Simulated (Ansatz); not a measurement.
Reaction (cleavage of the Si–Ga bond): `F[SiH2][GaH2]` + CH₃OH → `CO[SiH2]F` + `[GaH3]`

Calculated with Ansatz (gas phase, PBE0-D4/def2-TZVP geometries, no zero-point term in ΔE). CBS: MP2 limit from def2 TZ/QZ plus the TZ coupled-cluster correction, frozen cores. This one scheme is used for every species. DFT in def2-TZVPP. For Ga outer-core shells are correlated without core-valence functions, which leaves a few kJ/mol of doubt a bond. Scalar relativity is left out up to krypton. One conformer a species, not always the lowest.

`F[SiH2][GaH2]`:

Cartesian coordinates in Å:
```
F 0.148 2.111 -0.605
Si 0.657 0.772 0.132
Ga -0.886 -1.064 -0.171
H 2.004 0.452 -0.420
H 0.834 1.106 1.574
H -2.215 -0.925 -0.995
H -0.542 -2.452 0.485
```

CH₃OH:

Z-matrix (Å, degrees):
```
C
O 1 1.409
H 1 1.097 2 112.4
H 1 1.090 2 107.0 3 -118.5
H 1 1.097 2 112.4 3 123.0
H 2 0.959 1 108.5 3 -61.6
```

`CO[SiH2]F`:

```xyz
9

C     0.186   -1.110    0.791
O     0.758   -0.006    0.122
Si   -0.068    1.105   -0.724
F    -0.649    0.483   -2.076
H     0.013   -1.935    0.094
H     0.881   -1.440    1.563
H    -0.765   -0.845    1.267
H     0.889    2.168   -1.082
H    -1.244    1.580    0.044
```

`[GaH3]`:

Z-matrix (Å, degrees):
```
Ga
H 1 1.568
H 1 1.568 2 120.0
H 1 1.568 2 120.0 3 -179.9
```

```csv
species,B2PLYP energy (Eh)
`F[SiH2][GaH2]`,-2316.14176
CH₃OH,-115.68264
`CO[SiH2]F`,-505.61761
`[GaH3]`,-1926.24960
```

Work out ΔE.

ΔE = (-505.61761) + (-1926.24960) − (-2316.14176) − (-115.68264) = -0.04281 Eh = -112.4 kJ/mol. CCSD(T)/CBS gives -107.3 kJ/mol.

Largest T1 diagnostic among the species: 0.013.

Leaving LDA and LC-ωPBE aside and taking each functional with its dispersion term where it has one, the values, not all of them listed here, spread over 28.7 kJ/mol, from CAM-B3LYP-D4 to PBE-D4. LDA lies −10.7 kJ/mol from PBE without D4. From BLYP to BHLYP (50 % exact exchange), in def2-TZVPP and without D4, ΔE moves by −17.2 kJ/mol.
